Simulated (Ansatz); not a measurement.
Energy needed to pull apart CH4SeSi (SMILES C1[SiH2][Se]1), singlet, into free ground-state atoms, from the structure below (displaced at random from a GFN2-xTB minimum); no zero-point or spin–orbit terms; open-shell atoms are treated unrestricted, in their ground-state multiplicity.

```
7
angstrom
C -0.7092 -0.5093 -0.3765
Si 0.7447 0.3315 0.4915
Se -0.3349 1.2526 -1.2930
H -0.5808 -1.4031 -1.0062
H -1.6776 -0.5392 0.0827
H 0.4019 0.9895 1.7688
H 2.1018 -0.1021 0.3270
```

Ansatz 0.2.0; basis: def2-TZVPP; cores frozen in the correlated methods. Filled d shells of the heavier atoms are correlated. The def2 sets are not built for correlating such inner shells, so the correlated values are less sure here.

```json
{"method": "PBE-D4", "atomization energy (kcal/mol)": "547.8"}
{"method": "revPBE-D4", "atomization energy (kcal/mol)": "536.5"}
{"method": "r2SCAN-D4", "atomization energy (kcal/mol)": "543.4"}
{"method": "PBE0-D4", "atomization energy (kcal/mol)": "540.6"}
{"method": "r2SCANh-D4", "atomization energy (kcal/mol)": "?"}
{"method": "wB97M-V", "atomization energy (kcal/mol)": "539.7"}
{"method": "HF", "atomization energy (kcal/mol)": "388.3"}
{"method": "MP2", "atomization energy (kcal/mol)": "?"}
{"method": "CCSD", "atomization energy (kcal/mol)": "517.4"}
{"method": "CCSD(T)", "atomization energy (kcal/mol)": "526.6"}
```

Problem. What does MP2 give? (Judge from chemistry; the value comes from the calculation.)

Solution. By the calculation: 531.8 kcal/mol, which is about 5.2 kcal/mol more than CCSD(T)/def2-TZVPP.

Problem. What does r2SCANh-D4 give? (To be estimated.)

Solution. By the calculation: 540.4 kcal/mol, which is about 13.8 kcal/mol more than CCSD(T)/def2-TZVPP.

In triple zeta the MP2 and coupled-cluster atomization energies are still short of their basis limit by a few kcal/mol a bond, whereas those of the functionals are nearly converged, so these differences are not deviations from converged CCSD(T).

No T1 diagnostic of these runs exceeds 0.011.

For scale, one of the runs: CCSD(T)/def2-TZVPP forces, 177 basis functions (an equivalent command: `ansatz run in.yaml --threads 4`). Time: 3.1 min of wall clock on 4 CPU threads; the host was shared. Peak host memory: 2.9 GiB.
